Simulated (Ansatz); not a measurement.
Basis sets compared for Cu12S. Total charge 0; singlet. Geometry r2SCAN-D4/def2-SVP. Ansatz on 2 threads of AMD EPYC 7R13 on a shared host and a share (18 GiB) of an NVIDIA H100 80GB HBM3; times are rough, and most runs start from earlier orbitals.

Cartesian coordinates in Å:
```
S 1.9917 2.1229 1.6212
Cu -1.6222 -0.8622 -1.6117
Cu -0.3210 2.9540 -1.9227
Cu -1.8488 1.4857 -0.9813
Cu -1.4967 -2.3231 0.2584
Cu 1.7048 0.2117 0.3101
Cu 0.5761 -1.6054 -0.8521
Cu 0.4986 0.6295 2.3107
Cu 0.3475 -3.7102 0.2291
Cu -0.8520 -0.0529 0.4958
Cu 0.2992 0.6299 -1.6356
Cu 0.4788 -1.6940 1.5503
Cu 0.2439 2.2141 0.2279
```

Single mean-field runs in def2-TZVP are fitted with def2-universal-jkfit. The restricted singlet is unstable towards broken spin symmetry in Hartree–Fock (as tested in another run); at PBE-D4/def2-TZVP, PBE0-D4/def2-SVP, PBE0-D4/def2-TZVP this wasn't settled. No other spin state of charge 0 was run. Another isomer (singlet) lies 0.25 eV lower at PBE0-D4/def2-TZVP; other spin states weren't run for this one.

Binding counts from free atoms (S triplet, Cu doublet) in the same basis, without a counterpoise term.

```csv
level,functions,energy (Eh),HOMO (eV),LUMO (eV),binding per atom (eV),wall time
PBE-D4/def2-SVP,390,-20078.9886,-4.23,-3.50,3.12,9 s
PBE0-D4/def2-SVP,390,-20078.9520,-4.80,-2.80,2.61,9 s
```

Q: Estimate the rows for PBE-D4/def2-TZVP (with forces), PBE0-D4/def2-TZVP.

A: 
| level | functions | energy (Eh) | HOMO (eV) | LUMO (eV) | binding per atom (eV) | wall time |
| --- | --- | --- | --- | --- | --- | --- |
| PBE-D4/def2-TZVP (with forces) | 577 | -20082.0605 | -4.54 | -3.81 | 2.49 | 9 s |
| PBE0-D4/def2-TZVP | 577 | -20081.9252 | -5.09 | -3.07 | 2.14 | 14 s |
